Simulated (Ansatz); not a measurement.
Born–Oppenheimer molecular dynamics of ClGaH$_{2}$ (4 atoms, charge 0, multiplicity 1). It goes on from the last frame of an earlier run, with new velocities.

Theory: Ansatz, RKS PBE0/def2-SVP.

| Property | Result |
| --- | --- |
| ensemble | NVT, Nosé–Hoover chain |
| time step | 0.5 fs |
| steps asked | 150 |
| set temperature | 1000 K |
| thermostat | time constant 300 fs, chain length 3 |
| seed | 932372 |

First frame:

```xyz
4
Properties=species:S:1:pos:R:3
Ga -0.003 0.001 -0.031
Cl 0.003 0.001 2.104
H 1.418 -0.037 -0.761
H -1.341 -0.054 -0.859
```

(1) What does the run give?

(2) What happens to the structure?

(3) How do temperature and energy run in time?

Results:

(1) The run went to its last step.

```
steps done                                               : 150
time covered                                             : 75 fs
mean temperature over the second half                    : 569 K
spread of the potential energy over the second half      : 23.2 meV per atom
mean potential energy of the second half above the start : 28.4 meV per atom
```

The conserved energy stayed within 0.036 meV per atom of its start (net change 0.024 meV per atom), so the integration is sound. The mean temperature of the second half is 43 % below the set value. A run of 0.075 ps of so small a system gives no equilibrium averages.

(2) The same pairs are bonded in the first frame and the last. Pairs count as bonded within 1.25 times the sum of covalent radii (0.12 Å more for H–H). Another seed would give other details.

(3) 
```tsv
time (fs)	T (K)	potential energy less start (eV)	conserved less start (meV/atom)
0.0	1000	0.000	0.00
3.5	865	0.035	0.00
7.0	623	0.097	0.00
10.5	279	0.187	0.02
14.0	59	0.243	0.03
17.5	98	0.233	0.03
21.0	412	0.152	0.02
24.5	823	0.046	0.00
28.0	1105	-0.027	-0.01
31.5	1128	-0.032	-0.01
35.0	929	0.019	0.00
38.5	637	0.095	0.00
42.0	290	0.185	0.02
45.5	69	0.242	0.03
49.0	56	0.246	0.03
52.5	250	0.195	0.03
56.0	601	0.105	0.01
59.5	930	0.020	0.00
63.0	1108	-0.025	-0.01
66.5	1041	-0.007	0.00
70.0	816	0.051	0.00
73.5	493	0.135	0.01
```

The run took 3.9 min on 1 thread of Intel(R) Xeon(R) Platinum 8259CL CPU @ 2.50GHz (Skylake/Cascade Lake), with other jobs on the host, peak memory 0.13 GiB.
